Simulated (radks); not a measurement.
Valence configurations of Nd3+ (all share [Xe]). Calculated with a radial shooting solver on a logarithmic mesh with Libxc functionals: scalar-relativistic Kohn-Sham, r2SCAN, spin-polarised, spherical densities, finite nucleus; open shells are filled with parallel spins first (spin-orbit coupling, left out, can overturn this in heavy ions); meta-GGA in the generalised Kohn-Sham scheme; Fermi nuclear charge, rms radius 4.9123 fm. Energies are relative to 4f3; eigenvalues in eV for spin up.

valence	E (eV)	moment (Bohr magnetons)	e(4f)	e(5d)	e(6p)	e(6s)
4f3	0.000	3	-31.483	-	-	-
4f2 6s1	13.949	3	-41.257	-	-	-24.158
4f2 6p1	19.112	3	-42.260	-	-19.360	-
4f1 6p2	46.502	3	-53.775	-	-21.799	-
4f2.5 6s0.5	6.236	3	-36.278	-	-	-22.526
4f1 6s1 6p1	40.852	3	-52.811	-	-21.373	-27.131
4f2 5d1	9.763	3	-38.084	-26.184	-	-
4f2.5 6p0.5	8.648	3	-36.783	-	-17.854	-

NIST lists [Xe] 4f3 as the ground configuration; this level of theory agrees among the configurations tried. The energies are those of spherical high-spin densities, not of single terms.
